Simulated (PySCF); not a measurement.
CHO, SMILES [C][OH+] (connectivity only; charge and spin as stated), charge +1, multiplicity 1.

Geometry optimised at PBE0-D3(BJ)/def2-TZVPD.

All values below come from PBE/def2-TZVPD (PySCF).

Gas-phase values at a fixed geometry.

Q: Estimate the frontier levels, gap, dipole moment and polarisability. (Estimate from the structure and the level; the computed values follow.)

A: 
```yaml
highest_occupied_level: -17.54 eV
lowest_empty_level: -11.15 eV
orbital_gap: 6.40 eV
dipole_moment_about_the_centre_of_nuclear_charge: 2.66 D
mean_static_polarisability: 11.5 bohr³ (1.71 Å³)
polarisability_principal_values: 9.7, 9.7, 15.1 bohr³
```
